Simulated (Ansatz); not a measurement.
Basis-set extrapolation for `S=C1C[SiH2]1` (PBE0-D4/def2-TZVP geometry, frozen core, Ansatz 0.2.0). Multiplicity 1, RHF reference.

```csv
,def2-TZVPP,def2-QZVPP
HF,-764.487392,-764.511000
MP2 correlation,-0.613365,-0.657222
CCSD(T) correlation,-0.687176,not run
```

Energies in hartree. Use E(X) = E(∞) + A·exp(−7.88·√X) for Hartree–Fock and E(X) = E(∞) + B·X^(−2.97) for correlation, with X = 3 and 4, and add CCSD(T) minus MP2 of the smaller set to the MP2 limit.

Question: What is the CCSD(T) energy at the basis-set limit?

Answer: HF limit: -764.511000 + (-0.023608) × 0.13774 = -764.51425. MP2 limit: -0.657222 + (-0.043857) × 0.74074 = -0.68971. Higher-order term: -0.687176 − (-0.613365) = -0.07381. Total: -765.27777 hartree, 2.81 eV below CCSD(T)/def2-TZVPP.
